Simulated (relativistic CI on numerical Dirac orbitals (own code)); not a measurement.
Method of calculation: Dirac-Coulomb-Breit CI, KLI orbitals optimised for each configuration, model QED (radiative potential, 1s self-energy scaled to tabulated hydrogen-like ionisation energies), unscaled Slater integrals (own radial code, finite nucleus).

The strongest absorption lines from the ground level of an ion, among the configurations computed and to levels below about 7350 eV (vacuum wavelength in nm, gf): 0.19155 (0.4), 0.19522 (0.96), 0.19537 (1.4), 0.19542 (1.6), 0.19665 (1.2), 0.19666 (0.39), 0.21127 (2.2), 1.5249 (0.39).

Question: Which ion is it?
A. Eu56+
B. Pr52+
C. Sb44+
D. Pr54+

Answer: B. Pr52+ has 7 electrons and the ground level 2s²2p³ ²P°3/2; the strongest line goes to 2s²2p²3d ²D5/2. The pattern of lines fixes the number of electrons, and along that sequence the line energies rise steadily with the charge (about as its square where n changes within one kind of shell, about linearly where n is kept but much faster in heavy ions where fine structure, which grows about as Z⁴, sets the gap, and irregularly where shells cross), which fixes Z. Configurations outside the model, such as inner-shell arrays, can give stronger lines. At this charge energies of transitions that change n are usually good to better than 1 %, and those within a shell (Δn = 0) to a few per cent.

LS names give the leading component of a level, which can be under half, so a name can repeat, a term be missing and a line seem to break the LS rules.
